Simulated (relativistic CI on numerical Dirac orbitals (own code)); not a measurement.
**Pt2+: 5d valence photoemission**

Computed with this model: Dirac-Coulomb-Breit CI, orbitals from a KLI potential per configuration, model QED, valence Slater integrals scaled by 0.8, multiplet model of photoemission in the sudden approximation; configurations [Xe] 4f14 5d8 → [Xe] 4f14 5d7; 300 K; Lorentzian 0.42 eV and Gaussian 0.5 eV FWHM. Energies are those of the free ion, without screening or charge transfer. The energies are binding energies and can lie tens of eV above those of solids. S is read from ⟨S²⟩ = S(S + 1).

Field parameters in Wybourne normalisation: D4h B²₀ = −7Ds, B⁴₀ = 21(Dq − Dt), B⁴₄ = 21√(5/14) Dq. The field is a parameter set, without covalency.

free ion: ground-state S = 0.97, centroid 30.60 eV. Peaks (eV, height): 29.1 (100), 30.3 (78), 31.3 (87), 31.9 (74).

D4h, 10Dq = 17850, Ds = -1500, Dt = 210 cm⁻¹: ground-state S = 0.99, centroid 30.88 eV. Peaks (eV, height): 29.9 (100), 31.2 (69), 31.9 (65).

D4h, 10Dq = 17850, Ds = -600, Dt = 210 cm⁻¹: ground-state S = 0.99, centroid 30.88 eV. Peaks (eV, height): 29.8 (100), 31.1 (74), 32.1 (62).

D4h, 10Dq = 17850, Ds = 1200, Dt = 210 cm⁻¹: ground-state S = 0.99, centroid 30.88 eV. Peaks (eV, height): 29.9 (100), 31.1 (76), 32.1 (64).

D4h, 10Dq = 17850, Ds = 2100, Dt = 210 cm⁻¹: ground-state S = 0.99, centroid 30.88 eV. Peaks (eV, height): 30.0 (100), 31.1 (77), 32.1 (59).

D4h, 10Dq = 17850, Ds = 3000, Dt = 210 cm⁻¹: ground-state S = 0.99, centroid 30.88 eV. Peaks (eV, height): 29.0 (56), 30.0 (100), 31.3 (92), 32.3 (66).

Strongest unbroadened transitions for D4h, 10Dq = 17850, Ds = -600, Dt = 210 cm⁻¹:

| Energy (eV) | Relative strength |
| --- | --- |
| 29.51 | 100.0 |
| 29.63 | 62.6 |
| 29.64 | 31.0 |
| 29.87 | 77.3 |
| 30.07 | 29.1 |
| 30.08 | 45.3 |
| 30.20 | 66.4 |
| 30.95 | 45.3 |
| 30.96 | 19.4 |
| 31.10 | 52.6 |
| 31.11 | 13.1 |
| 31.26 | 60.3 |
| 31.30 | 17.0 |
| 31.99 | 62.2 |
| 32.04 | 40.0 |
| 32.05 | 14.2 |
| 32.23 | 38.7 |
| 32.34 | 11.1 |
